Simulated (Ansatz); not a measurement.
Relaxation of B₂F₂H₂ (6 atoms, charge 0, multiplicity 1), to a largest force component of 0.02 eV/Å in at most 50 steps.

Level of theory: RKS B3LYP/def2-SVP in Ansatz 0.2.0.

```xyz
6
Properties=species:S:1:pos:R:3:forces:R:3
F -1.474 0.951 -0.810 1.85 0.93 -0.32
B -0.185 0.716 -0.364 -3.46 0.37 0.66
B 0.133 -0.730 0.343 7.37 1.45 2.22
F 1.581 -0.997 0.811 -3.90 -0.14 -2.23
H -0.964 -0.741 -0.065 -0.41 0.00 -3.92
H -0.684 -1.524 0.495 -1.46 -2.61 3.59
```

Problem. Where does it end, and by what steps?

Solution. It converged. After 18 steps the energy has fallen by 6.680 eV; H5 moved furthest, 1.62 Å. Parted: B3–H5. Joined: B2–H5.

```
step  energy less start (eV)  largest force component (eV/Å)  accepted
   0                  0.0000                           7.372       yes
   1                 -2.1524                           3.817       yes
   2                 -3.7640                           2.931       yes
   3                 -4.8736                           1.687       yes
   4                 -5.5079                           1.037       yes
   5                 -5.6345                           0.623       yes
   6                 -5.6327                           1.386        no
   7                 -5.7177                           0.367       yes
   8                 -5.8206                           0.784       yes
   9                 -5.9873                           0.784       yes
  10                 -6.1835                           1.170       yes
  11                 -6.3837                           1.204       yes
  12                 -6.5575                           1.052       yes
  13                 -6.6153                           1.222       yes
  14                 -6.6454                           0.824       yes
  15                 -6.6592                           0.454       yes
  16                 -6.6784                           0.118       yes
  17                 -6.6796                           0.111       yes
  18                 -6.6802                           0.009       yes
```

```xyz
6
Properties=species:S:1:pos:R:3
F -1.088 1.244 -0.491
B -0.651 -0.007 -0.599
B 0.099 -0.797 0.730
F 1.422 -0.822 0.851
H -0.853 -0.547 -1.669
H -0.521 -1.396 1.587
```

Run time: 27 s on 1 thread of Intel(R) Xeon(R) Platinum 8488C (Sapphire Rapids), with other jobs on the host, peak memory 0.15 GiB.
